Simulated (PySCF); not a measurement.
Partial charges of `C=C[C@@H](C)C(=C)CCF`

C8H13F.
Cartesian coordinates in Å at the GFN2-xTB level; atoms count from 1:
```
atom  x, y, z in Å
C1    -1.3114    0.7744    2.3653
C2    -1.4875    0.4735    1.0927
C3    -0.6689   -0.5419    0.3418
C4    -1.5905   -1.5827   -0.2919
C5     0.2057    0.1940   -0.6493
C6     0.0558    0.1517   -1.9631
C7     1.3123    1.0084   -0.0268
C8     2.5458    0.1616    0.2827
F9     2.3263   -0.6654    1.3586
H10   -1.9123    1.5131    2.8690
H11   -0.5563    0.2873    2.9617
H12   -2.2480    0.9722    0.5054
H13   -0.0098   -1.0488    1.0539
H14   -1.0126   -2.3079   -0.8596
H15   -2.1343   -2.1087    0.4899
H16   -2.3155   -1.1122   -0.9521
H17    0.7081    0.7059   -2.6184
H18   -0.7095   -0.4273   -2.4462
H19    0.9626    1.4641    0.9018
H20    1.6237    1.7993   -0.7106
H21    2.8078   -0.4847   -0.5609
H22    3.3981    0.7936    0.5530
```

Density: PBE0/pcSseg-1 (PySCF); schemes: Mulliken, IAO, Hirshfeld and ESP-fitted. One conformer (not necessarily the lowest) at the GFN2-xTB geometry, without solvent, vibrations or thermal averaging.

Task: At which atom do the 4 schemes differ most?

Result: At C3: from -0.277 (Mulliken) to +0.367 e (ESP-fitted), 0.644 e apart.

Task: For which atoms does the sign change between the 4 schemes (beyond +0.03 e in one, beyond −0.03 e in another)?

Result: C3. Atomic charges aren't observables, and each scheme defines them in its own way.

Task: Which atoms carry the highest charge in the Mulliken, IAO, Hirshfeld and ESP-fitted schemes?

Result: The schemes don't all agree: Mulliken C8 (+0.185); IAO H19 (+0.153); Hirshfeld H20 (+0.049); ESP-fitted C3 (+0.367).

Task: Tabulate the Mulliken, IAO, Hirshfeld and ESP-fitted charges.

Result: In e:

```csv
atom,environment,Mulliken,IAO,Hirshfeld,ESP-fitted
C1,terminal =CH2 carbon,-0.134,-0.328,-0.102,-0.439
C2,alkene CH carbon,-0.159,-0.125,-0.031,-0.217
C3,allylic carbon,-0.277,-0.116,-0.024,+0.367
C4,methyl carbon,-0.192,-0.416,-0.117,-0.622
C5,fully substituted alkene carbon,-0.344,+0.026,+0.017,+0.005
C6,terminal =CH2 carbon,-0.066,-0.348,-0.116,-0.525
C7,allylic carbon,-0.168,-0.282,-0.080,-0.179
C8,sp3 C–F carbon,+0.185,+0.048,+0.028,+0.201
F9,alkyl fluorine,-0.342,-0.333,-0.113,-0.272
H10,vinylic hydrogen,+0.113,+0.150,+0.045,+0.182
H11,vinylic hydrogen,+0.113,+0.147,+0.046,+0.181
H12,vinylic hydrogen,+0.096,+0.141,+0.042,+0.152
H13,methine hydrogen,+0.137,+0.150,+0.035,+0.054
H14,methyl hydrogen,+0.121,+0.143,+0.040,+0.154
H15,methyl hydrogen,+0.124,+0.147,+0.041,+0.159
H16,methyl hydrogen,+0.110,+0.134,+0.038,+0.159
H17,vinylic hydrogen,+0.097,+0.142,+0.041,+0.198
H18,vinylic hydrogen,+0.104,+0.145,+0.041,+0.191
H19,methylene hydrogen,+0.147,+0.153,+0.036,+0.091
H20,methylene hydrogen,+0.122,+0.147,+0.049,+0.080
H21,methylene hydrogen,+0.104,+0.139,+0.040,+0.041
H22,methylene hydrogen,+0.107,+0.137,+0.044,+0.037
```

Mean size of the charges over all atoms: ESP-fitted 0.205 e, IAO 0.177 e, Mulliken 0.153 e, Hirshfeld 0.053 e. Each set sums to the total charge, 0, to within 0.001 e. The ESP scheme fits charges at the nuclei, held to the total charge, to the electrostatic potential on points at 1.4 to 2.0 times the van der Waals radii.

Task: How many electrons does the Hirshfeld scheme count on C6?

Result: Z − q = 6 − (-0.116) = 6.116.

Task: How closely do the schemes follow one another over all atoms?

Result: Correlation coefficient and root-mean-square difference: IAO with Hirshfeld 0.99, 0.141 e; Hirshfeld with ESP-fitted 0.87, 0.206 e; IAO with ESP-fitted 0.85, 0.137 e; Mulliken with IAO 0.76, 0.131 e; Mulliken with Hirshfeld 0.74, 0.131 e; Mulliken with ESP-fitted 0.52, 0.223 e.
